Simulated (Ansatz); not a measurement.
`N[Si](O)(Cl)Br` + `O[B](O)[SbH2]` → `N[Si](O)(Cl)[SbH2]` + `OB(O)Br`  (redistribution)

Computed with Ansatz on PBE0-D4/def2-TZVP structures; ΔE is electronic, products minus reactants. CBS: MP2 limit from def2 TZ/QZ plus the TZ coupled-cluster correction, frozen cores. def2 core potentials past Kr. For Br, Sb outer-core shells are correlated without core-valence functions, which leaves a few kJ/mol of doubt a bond. Scalar relativity is left out up to krypton. Each species was taken in one conformer, which may not be the lowest.

```tsv
species	CCSD(T)/CBS(def2) energy (Eh)
`N[Si](O)(Cl)Br`	-3454.05781
`O[B](O)[SbH2]`	-417.65203
`N[Si](O)(Cl)[SbH2]`	-1121.90109
`OB(O)Br`	-2749.81643
```

Work out ΔE.

ΔE = (-1121.90109) + (-2749.81643) − (-3454.05781) − (-417.65203) = -0.00768 Eh = -20.2 kJ/mol.

Largest T1 diagnostic among the species: 0.014.

Leaving LDA and LC-ωPBE aside and taking each functional with its dispersion term where it has one, the values, not all of them listed here, spread over 7.4 kJ/mol, from PBE-D4 to ωB97M-V. From BLYP to BHLYP (50 % exact exchange), in def2-TZVPP and without D4, ΔE moves by +3.7 kJ/mol. At CCSD(T), def2-SVP lies −7.7 kJ/mol from the extrapolated value and def2-TZVPP −0.1 kJ/mol.
